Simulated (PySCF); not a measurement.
**Dipole response of Ni (nickel, neutral)**

[Ar] 3d8 4s2, high-spin 3F determinant. Computed with PySCF 2.14 in ANO-RCC-VTZP (6s5p3d2f1g, 59 functions), with scalar relativity by spin-free X2C-1e. Coupled (time-dependent) response in atomic units; α is the mean over directions. The basis has no added diffuse functions, which lowers α and C₆.

```tsv
method	mean α (bohr³)	C₆ (like pair)	S(−4)
HSE06	43.25	339.1	878.7
```

S(−4) is the Cauchy moment in α(ω) = α(0) + S(−4) ω² + …

Reference α: 49 ± 3 bohr³ (recommended; Schwerdtfeger and Nagle, table of static dipole polarizabilities (2023 update)). Published C₆: 373.0 (Chu and Dalgarno (2004); Tang, Norbeck and Certain (1976)).

α(iu) at HSE06:

| u (hartree) | α(iu) (bohr³) |
| --- | --- |
| 0 | 43.25 |
| 0.0500 | 41.17 |
| 0.100 | 36.09 |
| 0.200 | 24.65 |
| 0.300 | 16.66 |
| 0.500 | 8.845 |
| 0.750 | 5.150 |
| 1.00 | 3.558 |
| 1.50 | 2.190 |
| 2.00 | 1.571 |
| 3.00 | 0.9571 |
| 5.00 | 0.4633 |

A single London oscillator, α(iu) = α/(1 + u²/ω²), gives C₆ = (3/4) ω α². Matching the computed C₆ needs ω = 4 × 339.1 / (3 × 43.25²) = 0.242 hartree.
